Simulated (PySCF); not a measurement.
BrCl, SMILES ClBr.

Geometry: B3LYP-D3(BJ)/def2-TZVP.

Computed with TDDFT-PBE/def2-TZVPD in PySCF.

Vertical excitations; the highest root listed may be one member of a degenerate set. Gas-phase values at a fixed geometry. State labels are in the subgroup C2v.

Computed lowest excited states:
```
state  symmetry  energy (eV)  λ (nm)      f                                   main pairs
-----  --------  -----------  ------  -----  -------------------------------------------
S1           B2         2.87     432  0.001                   HOMO→LUMO (degenerate set)
S2           B1         2.87     432  0.001                 HOMO−1→LUMO (degenerate set)
S3           B2         5.14     241  0.000                 HOMO−2→LUMO (degenerate set)
S4           B1         5.14     241  0.000                 HOMO−3→LUMO (degenerate set)
S5           B1         7.44     167  0.009               HOMO−1→LUMO+1 (degenerate set)
S6           B2         7.44     167  0.009                 HOMO→LUMO+1 (degenerate set)
S7           B2         7.68     161  0.039                 HOMO→LUMO+2 (degenerate set)
S8           B1         7.68     161  0.039               HOMO−1→LUMO+2 (degenerate set)
S9           A1         7.93     156  0.000  HOMO→LUMO+4, HOMO−1→LUMO+3 (degenerate set)
S10          A2         7.93     156  0.000  HOMO−1→LUMO+4, HOMO→LUMO+3 (degenerate set)
T1           B1         2.13     582      0                 HOMO−1→LUMO (degenerate set)
T2           B2         2.13     582      0                   HOMO→LUMO (degenerate set)
T3           B1         4.39     282      0                 HOMO−3→LUMO (degenerate set)
T4           B2         4.39     282      0                 HOMO−2→LUMO (degenerate set)
```
Triplets are in the Tamm–Dancoff approximation, which puts them higher than full response would, so one can lie above its singlet here.
